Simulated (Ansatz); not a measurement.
A run for Ansatz (a first-principles code): R-CCSD(T)/cc-pVDZ on BF2HSe (SMILES FB(F)[SeH]), a point of a torsion scan. The run froze 17 orbitals, filled d shells among them.

Ansatz 0.2 input:
```yaml
crystal:
  periodic: [false, false, false]
  atoms:
    - {symbol: F, position_ang: [-1.26168440, 1.14325333, -0.02524137]}
    - {symbol: B, position_ang: [-0.59330492, 0.03002961, 0.11907905]}
    - {symbol: F, position_ang: [-1.18656474, -1.05009434, -0.32570646]}
    - {symbol: Se, position_ang: [1.26686154, -0.01246169, 0.68236025]}
    - {symbol: H, position_ang: [1.72631281, -0.68638237, -0.50356707]}
basis:
  gaussian:
    orbitals: cc-pVDZ
magnetization: {spin_polarized: false}
correlation: {method: ccsd_t, electrons: outside_noble_gas}
scf: {lower_state_search: off}
```

Output:

```
WARN ansatz: RAYON_NUM_THREADS=1 ignored (pool sized by the plan → 1); use --threads N
Functional definition: HF
these checks for a lower state are left out or cut short: stability, starts, cluster_reference, orbital_swaps, neighbouring_geometries, increment
integrals: 0.06 GiB planned
757 factors; integrals over basis functions are off by at most 1.1e-3 eV
mean field: 0.21 GiB planned
mean field evaluation 1: about -71403.2298 eV, gradient 3.1e1 eV
mean field evaluation 2: about -71403.2889 eV, gradient 3.1e1 eV
mean field evaluation 4: about -71405.3490 eV, gradient 2.2e0 eV
mean field evaluation 8: about -71405.3772 eV, gradient 1.3e-1 eV
mean field -71405.37734935 eV, -2624.0992172854 hartree, gradient 8.1e-6 eV, S^2 0.000000; 0 other end points of the search recorded, 0 dependent functions left out
17 core orbitals not correlated
reference -71405.37734935 eV, -2624.0992172854 hartree; 12, 12 occupied and 45, 45 virtual orbitals, 757 factors
second order -15.43149100 eV of doubles, -0.00000000 eV of singles
coupled cluster: 0.14 GiB planned
cycle   1  -15.59034120 eV  change   -1.6e-1 eV  update   9.2e-2
cycle   2  -15.93099246 eV  change   -3.4e-1 eV  update   2.6e-2
cycle   3  -16.01681611 eV  change   -8.6e-2 eV  update   1.4e-2
cycle   4  -16.01074984 eV  change    6.1e-3 eV  update   3.1e-3
cycle   5  -16.00865534 eV  change    2.1e-3 eV  update   1.2e-3
cycle   6  -16.00886107 eV  change   -2.1e-4 eV  update   3.9e-4
cycle   7  -16.00871648 eV  change    1.4e-4 eV  update   1.4e-4
cycle   8  -16.00869330 eV  change    2.3e-5 eV  update   6.5e-5
cycle   9  -16.00873109 eV  change   -3.8e-5 eV  update   2.7e-5
cycle  10  -16.00872834 eV  change    2.8e-6 eV  update   8.2e-6
perturbative correction -0.34165898 eV, -0.0125557359 hartree
Total energy: -71421.72773667 eV, -2624.7000829367 hartree
Checks for a lower state left out: stability, starts, cluster_reference, orbital_swaps, neighbouring_geometries, increment
```

Self-consistency was reached.

Cost: around 2.4 core-seconds (rough).
